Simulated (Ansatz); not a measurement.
`[NH2][Al]([Br])[Br]` + HCl → `[NH2][Al]([Cl])[Br]` + HBr at 500 K and 1 bar (ligand exchange at the Al–Br bond).

Isolated molecules relaxed with PBE0-D4/def2-TZVP in Ansatz; ΔE leaves out vibrations. CCSD(T)/CBS is the MP2 limit (def2-TZVPP, def2-QZVPP) plus CCSD(T) − MP2 in def2-TZVPP, frozen cores. This one scheme is used for every species. For Br outer-core shells are correlated without core-valence functions, which leaves a few kJ/mol of doubt a bond. Scalar relativity is left out up to krypton. Each species was taken in one conformer, which may not be the lowest.

| species | CCSD(T)/CBS energy (Eh) | H − E (kJ/mol) | S (J/(mol·K)) |
| --- | --- | --- | --- |
| `[NH2][Al]([Br])[Br]` | -5444.74521 | 112.6 | 395.4 |
| HCl | -460.38127 | 32.5 | 201.9 |
| `[NH2][Al]([Cl])[Br]` | -3331.20678 | 112.9 | 388.9 |
| HBr | -2573.91920 | 30.5 | 213.7 |

H − E and S are ideal-gas, rigid-rotor, harmonic terms from PBE0-D4/def2-TZVP, for one conformer and one mirror image of each species. 1 Eh = 2625.50 kJ/mol, R = 8.31446 J/(mol·K).

Task: By hand: ΔE, ΔH, ΔS and ΔG.

Result: ΔE = (-3331.20678) + (-2573.91920) − (-5444.74521) − (-460.38127) = 0.00050 Eh = 1.3 kJ/mol. Δ(H − E) = 112.9 + 30.5 − 112.6 − 32.5 = -1.7, so ΔH = -0.4 kJ/mol. ΔS = 388.9 + 213.7 − 395.4 − 201.9 = 5.3 J/(mol·K). ΔG = -0.4 − 500 × (5.3)/1000 = -3.0 kJ/mol.

Task: By hand: the equilibrium constant, and the temperature at which ΔG would vanish if ΔH and ΔS stayed fixed.

Result: log₁₀ K = −ΔG/(RT ln 10) = 0.3. ΔH and −TΔS have one sign here, so there is no such temperature.

TΔS isn't small against ΔH here. The sign of ΔG lies within the doubt. A doubt of 5 kJ/mol in ΔE shifts log₁₀ K by 0.5 here. Other conformers and mirror images would add mixing entropy, several J/(mol·K) or more a flexible species. These are equilibria of isolated gas molecules and say nothing of rates. Largest T1 diagnostic: 0.008 (customary marks: 0.02 for closed shells, 0.045 for open ones).

ΔS is within the doubt of such terms, so its sign, and with it that verdict, could turn.
